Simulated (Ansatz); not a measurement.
**Molecular dynamics, step by step**

BSi$_{2}$NH$_{7}$Cl$_{2}$F, singlet, PBE0-D4/def2-SVP (Ansatz 0.2.0). Settings (timestep in fs, temperature in K; T counts 36 degrees of freedom):

```yaml
hamiltonian: {xc: pbe0, dispersion: d4}
md: {n_steps: 80, timestep: 1.0, temperature: 100, ensemble: nvt_nose_hoover, seed: 504, initial_velocities: maxwell_boltzmann}
```

Start, the saddle point found with PBE0-D4 in triple zeta (not stationary at another level):

```
14
angstrom
B 0.4804 0.3866 -1.1628
Cl 2.3209 -0.5666 -1.4278
Cl -0.3711 0.4551 -2.7177
N -0.1953 0.0186 0.0226
Si -1.8312 -0.6059 -0.0794
Si 0.5649 -0.0071 1.6009
H 2.2056 1.0155 -1.1886
F 1.3575 1.7000 -1.0062
H -2.1699 -1.0135 1.3102
H -1.9055 -1.7900 -0.9673
H -2.7847 0.4333 -0.5341
H 1.8760 0.6783 1.5180
H -0.3066 0.7007 2.5712
H 0.7590 -1.4050 2.0612
```

```csv
step,time (fs),potential energy less the start (meV),kinetic energy (meV),T (K)
0,0.00,0.0,155.1,100
5,5.00,47.4,108.6,70
10,10.00,65.0,91.8,59
15,15.00,-61.1,217.5,140
20,20.00,-266.8,423.7,273
25,25.00,-537.7,688.8,444
30,30.00,-691.8,823.2,531
35,35.00,-829.3,919.8,593
40,40.00,-820.9,851.2,549
45,45.00,-836.3,794.9,512
50,50.00,-907.9,790.5,510
55,55.00,-939.4,747.3,482
60,60.00,-982.3,721.5,465
65,65.00,-1014.3,694.6,448
70,70.00,-994.6,624.4,403
75,75.00,-961.8,549.7,354
80,80.00,-1007.8,557.5,359
```

Step 25, positions (Å) and forces (eV/Å):

```tsv
atom	x	y	z	Fx	Fy	Fz
B1	0.469	0.601	-1.117	-1.138	0.149	0.624
Cl2	2.369	-0.581	-1.481	1.387	-0.478	-0.209
Cl3	-0.386	0.433	-2.674	-0.092	0.072	-0.361
N4	-0.173	0.019	0.031	-0.142	0.313	0.151
Si5	-1.847	-0.606	-0.127	0.268	0.616	-0.146
Si6	0.543	-0.012	1.659	0.466	0.652	-0.187
H7	2.732	0.688	-1.400	0.082	-0.937	-0.114
F8	1.318	1.665	-1.032	-0.589	0.797	0.370
H9	-2.330	-0.792	1.265	0.042	-0.110	0.237
H10	-1.834	-1.925	-0.802	-0.135	-0.066	-0.176
H11	-2.784	0.409	-0.754	0.348	-0.410	0.072
H12	1.917	0.658	1.609	-0.560	-0.332	-0.032
H13	-0.286	0.756	2.666	0.108	-0.262	-0.283
H14	0.704	-1.428	2.101	-0.046	-0.002	0.056
```

Last step (80):

B1  (0.163, 0.940, -0.988)
Cl2  (2.846, -0.941, -1.634)
Cl3  (-0.446, 0.504, -2.632)
N4  (-0.388, 0.247, 0.127)
Si5  (-1.884, -0.676, -0.127)
Si6  (0.503, 0.064, 1.645)
H7  (3.850, -1.626, -2.103)
F8  (0.924, 2.002, -0.885)
H9  (-2.266, -1.148, 1.254)
H10  (-1.561, -1.872, -0.976)
H11  (-2.991, 0.083, -0.785)
H12  (1.915, 0.474, 1.395)
H13  (-0.100, 0.758, 2.817)
H14  (0.443, -1.411, 1.922)
(Å)

Hardware: 4 CPU threads of an AMD EPYC 7R13, shared host. Wall time 5.2 min; peak host memory 0.78 GiB.
